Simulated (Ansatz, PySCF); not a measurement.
O2W, SMILES [W](=[O])=[O], multiplicity 1. Atoms are numbered in the order given.

```xyz
3

W      0.0000     0.0000     0.4125
O      0.0000     1.3229    -0.6178
O      0.0000    -1.3229    -0.6178
```

Coordinates come from a PBE0-D3(BJ)/def2-TZVP optimisation. The multiplicity is an assumed one; other spin states were not compared. The def2 effective core potentials stand for the cores of W; spin–orbit coupling is left out.

Two levels are set side by side: PBE-D3(BJ)/def2-TZVP (Ansatz, an electronic-structure program) and PBE0-D3(BJ)/def2-TZVP (Ansatz). Each level has its own optimised geometry; the coordinates shown are those of the second. Frequencies come from the Hessian of PySCF at each geometry. Differences are taken from unrounded values.

| quantity | PBE0-D3(BJ) | PBE-D3(BJ) | PBE-D3(BJ) minus PBE0-D3(BJ) |
|---|---|---|---|
| mean bond length (Å) | 1.677 | 1.696 | 0.019 |
| bond W1–O2 (Å) | 1.677 | 1.696 | 0.019 |
| bond W1–O3 (Å) | 1.677 | 1.696 | 0.019 |
| highest harmonic wavenumber (cm⁻¹) | 1104 | 1044 | -60 |
| mean harmonic wavenumber (cm⁻¹) | 844 | 802 | -41 |
| zero-point energy (kcal/mol) | 3.62 | 3.44 | -0.18 |

Exact exchange shortens and stiffens bonds; PBE has none. Differences between two approximate levels are no errors against the true value.
